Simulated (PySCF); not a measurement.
# Electron correlation in Cu⁺ (copper, charge +1)

[Ar] 3d9 4s1, high-spin 3D determinant (an excited configuration). Computed with PySCF 2.14 in def2-QZVPPD (11s6p5d4f2g, 100 functions), with no relativity, point nucleus. Frozen: [Ne]; 18 electrons correlated.

MP2 pair energies summed by pair of shells (mhartree):

```csv
pair,energy,share (%)
3d-3d,-344.60,49.8
3p-3d,-197.11,28.5
3s-3d,-46.85,6.8
3p-3p,-44.33,6.4
3d-4s,-27.63,4.0
3s-3p,-22.31,3.2
3p-4s,-4.42,0.6
3s-3s,-4.12,0.6
3s-4s,-0.46,0.1
```

Total MP2 correlation energy: -691.84 mhartree.

Same-spin part -229.92 and opposite-spin part -461.92 mhartree; SCS-MP2 scales them by 1/3 and 6/5 to -630.95 mhartree.

This basis was not built for core-valence correlation, so the inner-shell part is incomplete.
